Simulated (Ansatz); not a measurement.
Start from `CC(C)[O][Zn][Cl]` and change one atom or group to get `CC(=O)OC(C)C`.

Ansatz, PBE0-D4/def2-TZVP geometries, multiplicity 1. Each molecule was computed in one conformer, which needn't be the lowest.

Scalar relativity is left out up to krypton.

```csv
property,`CC(C)[O][Zn][Cl]`
size of the dipole moment (PBE/def2-TZVPP) / D,1.95
HOMO–LUMO gap (ωB97M-V/def2-TZVPP) / eV,10.75
LUMO energy (ωB97M-V/def2-TZVPP) / eV,0.66
HOMO energy (PBE/def2-TZVPP) / eV,-6.22
HOMO energy (PBE0/def2-TZVPP) / eV,-7.70
LUMO energy (PBE0/def2-TZVPP) / eV,-1.07
```

Q: What does the change do to each property? (An estimate is asked.)

A: The calculation gave: 
```csv
property,`CC(=O)OC(C)C`,shift
size of the dipole moment (PBE/def2-TZVPP) / D,1.91,-0.04
HOMO–LUMO gap (ωB97M-V/def2-TZVPP) / eV,12.81,2.06
LUMO energy (ωB97M-V/def2-TZVPP) / eV,2.52,1.86
HOMO energy (PBE/def2-TZVPP) / eV,-6.16,0.06
HOMO energy (PBE0/def2-TZVPP) / eV,-7.84,-0.14
LUMO energy (PBE0/def2-TZVPP) / eV,0.47,1.54
```

With PBE0 the HOMO falls by 0.14 eV and the LUMO rises by 1.54 eV, so the gap widens by about 1.68 eV. PBE moves the HOMO by 0.06 eV and ωB97M-V by -0.19 eV. Dipoles are sizes alone; their direction can turn.
